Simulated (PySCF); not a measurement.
# Trend along group 13: MBi cations

CCSD(T) with double-zeta basis sets in PySCF, for the lowest determinant that a PBE0 search found; no spin–orbit coupling. De refers to high-spin ground-configuration atoms (the charge goes to the atom of lower measured ionisation energy or higher electron affinity, which is not always the lowest computed limit).

```csv
M,basis,"reference, frozen orbitals",charged atom,state (unpaired electrons),Re (Å),ωe (cm⁻¹),De (eV)
B,aug-cc-pVDZ-PP/aug-cc-pVDZ,"UHF, 5",Bi+,"quartet (σ ↑, π ↑↑)",2.349,412,n/a
Al,cc-pV(D+d)Z/cc-pVDZ-PP,"UHF, 9",Al+,"quartet (σ ↑, π ↑↑)",3.018,142,n/a
Ga,cc-pVDZ-PP,"UHF, 8",Ga+,"quartet (σ ↑, π ↑↑)",3.093,89.9,n/a
In,def2-SVP,"UHF, 8",In+,"quartet (σ ↑, π ↑↑)",3.318,65.4,n/a
Tl,def2-SVP,"UHF, 8",Tl+,"quartet (σ ↑, π ↑↑)",3.481,48.9,n/a
```

The shortest bond is that of BiB⁺ (2.349 Å), the longest that of TlBi⁺ (3.481 Å).

The rows differ in basis set, which adds steps of its own.

Down a group the atoms grow and get heavier, so bonds lengthen and wavenumbers fall; this series shows no clear exception.

Correlated steps freeze the inner cores (5 to 9 orbitals); shallow outer-core shells are correlated. Spin–orbit coupling is left out, which matters for elements this heavy, above all for dissociation energies. States were picked by a PBE0 search and need not be the measured ground states.
